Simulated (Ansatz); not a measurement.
Cost and result for the atomization energy of H8N2OSi2, SMILES `N[SiH2][SiH](N)O` (13 atoms, 12 bonds).

```xyz
13

N    -2.195   -0.938   -0.190
Si   -0.599   -0.981   -0.834
Si    0.743    0.242    0.638
N     2.111    0.842   -0.194
O    -0.335    1.366    1.221
H    -2.475   -0.104    0.301
H    -2.971   -1.366   -0.667
H    -0.442   -0.396   -2.208
H    -0.147   -2.396   -0.956
H     1.319   -0.508    1.790
H     2.985    1.038    0.264
H     2.051    1.269   -1.103
H    -0.045    1.932    1.938
```

The species carries charge 0 and has multiplicity 1. Geometry: relaxed with PBE0-D4/def2-TZVP. It is one conformer, not always the lowest. Program: Ansatz. All runs use 4 threads of an Arm Neoverse V2 on a shared host. Times are those of one run each, without the atoms' runs, and a repeat can differ threefold. Electronic energies, without spin–orbit coupling; frozen cores. CCSD(T)/CBS adds CCSD(T) − MP2 in def2-TZVPP to the MP2 limit, and its time is that of the two runs behind it. T1 = 0.011. B3LYP takes the VWN-RPA correlation (the form of Gaussian; ORCA's B3LYP/G).

CCSD(T)/CBS is a level of theory with its own doubt, some kJ/mol a heavy atom from the limit and from the frozen cores, so smaller differences don't rank the functionals.

```tsv
level	functions	atomization (kcal/mol)	difference from CCSD(T)/CBS	per bond
B3LYP-D4/def2-TZVPP (with forces)	289	1065.6	-1.3	-0.1
CCSD(T)/CBS(def2)	–	1066.9	0.0	0.0
r2SCAN-D4/def2-TZVPP (with forces)	289	1057.8	-9.1	-0.8
PBE-D4/def2-TZVPP (with forces)	289	1071.6	4.7	0.4
PBE0-D4/def2-TZVPP	289	1052.9	-14.0	-1.2
ωB97X-V/def2-TZVPP	289	1071.0	4.1	0.3
MP2/def2-QZVPP	551	1062.3	-4.6	-0.4
CCSD(T)/def2-TZVPP	289	1030.7	-36.2	-3.0
ωB97M-V/def2-TZVPP (with forces)	289	1067.7	0.8	0.1
B2PLYP/def2-TZVPP	289	1050.5	-16.4	-1.4
```

Q: Order the runs by time, with rough figures. (An estimate is asked.)

A: The calculation gave: PBE-D4/def2-TZVPP (with forces) 2.8 s; PBE0-D4/def2-TZVPP 3.7 s; r2SCAN-D4/def2-TZVPP (with forces) 5.5 s; B3LYP-D4/def2-TZVPP (with forces) 6 s; B2PLYP/def2-TZVPP 6.5 s; ωB97X-V/def2-TZVPP 9 s; ωB97M-V/def2-TZVPP (with forces) 13 s; MP2/def2-QZVPP 33 s; CCSD(T)/def2-TZVPP 4.4 min; CCSD(T)/CBS(def2) 4.9 min.

From PBE to PBE0 (25 % exact exchange), in def2-TZVPP and without D4, the atomization energy moves by −17.7 kcal/mol: exact exchange takes away binding that semilocal exchange gives to molecules. In def2-TZVPP, CCSD(T) changes the Hartree–Fock value by +288.3 kcal/mol (the triples alone add +14.3 kcal/mol) and MP2 by +298.2 kcal/mol; breaking electron pairs costs correlation energy, which Hartree–Fock lacks. The D4 term adds +10.8 kcal/mol with B3LYP and +5.7 kcal/mol with PBE0; it sums over pairs of atoms, weighted by their polarisabilities, and B3LYP, whose exchange is more repulsive, gets the larger term.
